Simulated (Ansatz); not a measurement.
`C[O][Sn]([OH])([O]C)[O]C`, relaxed with RKS PBE0-D4/def2-TZVP in the Gaussian-basis code of Ansatz from a PBE-D4/def2-SVP geometry. The force threshold is 0.005 eV/Å; the program also tests the step.

Total charge 0; spin multiplicity 1. Sn takes the def2 core potential.

Start:

```xyz
18

C    -1.147   -0.542   -2.321
O     0.165   -0.931   -1.934
Sn    0.959   -0.170   -0.260
O     2.943   -0.110   -0.437
O     0.075    1.627   -0.060
C     0.303    2.366    1.131
O     0.664   -1.249    1.402
C    -0.636   -1.769    1.636
H    -1.939   -1.072   -1.739
H    -1.331    0.552   -2.227
H    -1.276   -0.820   -3.391
H     3.156    0.128   -1.362
H    -0.408    3.221    1.141
H     1.335    2.787    1.187
H     0.130    1.772    2.059
H    -0.993   -2.442    0.821
H    -0.592   -2.371    2.569
H    -1.408   -0.976    1.787
```

```
step  energy (eV)  largest force (eV/Å)  largest move (Å)
   1  -17286.7245                 1.042             0.000
   2  -17286.9276                 0.347             0.076
   3  -17286.9396                 0.079             0.026
   4  -17286.9407                 0.023             0.024
   5  -17286.9416                 0.059             0.041
   6  -17286.9423                 0.184             0.054
   7  -17286.9431                 0.099             0.013
   8  -17286.9442                 0.038             0.057
   9  -17286.9446                 0.049             0.054
  10  -17286.9449                 0.041             0.019
  11  -17286.9452                 0.022             0.041
  12  -17286.9452                 0.009             0.022
  13  -17286.9453                 0.004             0.010
  14  -17286.9453                 0.004             0.006
  15  -17286.9453                 0.004             0.013
  16  -17286.9453                 0.004             0.008
```

End:

```xyz
18

C    -1.095   -0.543   -2.393
O     0.226   -0.839   -1.985
Sn    0.932   -0.176   -0.302
O     2.849    0.024   -0.493
O    -0.017    1.492    0.042
C     0.259    2.247    1.203
O     0.680   -1.350    1.226
C    -0.625   -1.639    1.677
H    -1.832   -1.142   -1.844
H    -1.347    0.515   -2.266
H    -1.178   -0.792   -3.454
H     3.116   -0.008   -1.416
H    -0.460    3.069    1.245
H     1.268    2.676    1.185
H     0.153    1.657    2.122
H    -1.161   -2.301    0.985
H    -0.538   -2.154    2.637
H    -1.231   -0.737    1.830
```

Run time 28 s (4 threads of an AMD EPYC 7R13 on a shared host and a share of an NVIDIA H100 80 GB); peak host memory 1 GiB.
